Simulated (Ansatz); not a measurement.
Program: Ansatz. Geometries: PBE0-D4/def2-TZVP. ΔE: electronic, gas phase. CBS: MP2 limit from def2 TZ/QZ plus the TZ coupled-cluster correction, frozen cores. Functionals use def2-TZVPP. One conformer a species, not always the lowest.

Consider the formal exchange of groups at the Si–C bond: `[SiH3]CC=S` + `C[O][AlH2]` → `[AlH2][O]C[SiH3]` + `CC=S`.

`[SiH3]CC=S`:

```xyz
10

Si   -0.308   -0.045    1.289
C     0.688   -0.208   -0.323
C    -0.173    0.143   -1.463
S    -0.253    1.582   -2.191
H    -0.682    1.375    1.490
H     0.531   -0.523    2.418
H    -1.534   -0.879    1.200
H     1.024   -1.249   -0.380
H     1.546    0.463   -0.244
H    -0.838   -0.658   -1.796
```

`C[O][AlH2]`:

Z-matrix (Å, degrees):
```
C
O 1 1.397
H 1 1.098 2 112.6
H 1 1.095 2 110.1 3 120.6
H 1 1.095 2 110.1 3 -120.6
Al 2 1.686 1 134.1 3 0.5
H 6 1.585 2 118.7 1 -0.0
H 6 1.577 2 116.3 1 -180.0
```

`[AlH2][O]C[SiH3]`:

```xyz
11

Al   -1.081   -1.102   -1.761
O    -0.967   -0.049   -0.444
C    -0.322   -0.122    0.805
Si    1.117    1.104    0.855
H    -0.396   -2.526   -1.647
H    -1.880   -0.566   -3.009
H    -1.039    0.117    1.600
H     0.051   -1.135    1.020
H     1.821    1.022    2.165
H     2.074    0.767   -0.234
H     0.622    2.490    0.649
```

`CC=S`:

Z-matrix (Å, degrees):
```
C
C 1 1.482
H 1 1.096 2 109.7
H 1 1.096 2 109.7 3 116.1
H 1 1.089 2 111.8 3 -122.0
S 2 1.608 1 126.2 3 122.0
H 2 1.094 1 114.7 3 -58.0
```

Q: Is it downhill or uphill in electronic energy at CCSD(T)/CBS, and by how much? (Estimate.)

A: Ansatz gave: Uphill: ΔE = +4.3 kcal/mol.

Q: What do these levels give: ωB97M-V, BLYP, HF/def2-TZVPP, MP2/def2-TZVPP, HF/def2-QZVPP, SCS-MP2/def2-QZVPP? (Estimate.)

A: The calculation gave: ωB97M-V 4.0, BLYP 3.5, HF/def2-TZVPP 4.0, MP2/def2-TZVPP 5.5, HF/def2-QZVPP 4.0, SCS-MP2/def2-QZVPP 4.8 kcal/mol.

Q: What do rigid-rotor, harmonic-oscillator terms from PBE0-D4/def2-TZVP frequencies (298.15 K, 1 bar) make of the CCSD(T)/CBS value? (An estimate is asked.)

A: Ansatz gave: ΔZPE = -0.6 kcal/mol, ΔH = +3.8 kcal/mol, ΔS = 2 J/(mol·K), ΔG = +3.7 kcal/mol. Modes under 50 cm⁻¹ make the entropy rough.

Largest T1 diagnostic among the species: 0.016.

Leaving LDA and LC-ωPBE aside and taking each functional with its dispersion term where it has one, the values, not all of them listed here, spread over 1.2 kcal/mol, from CAM-B3LYP-D4 to PBE-QIDH.
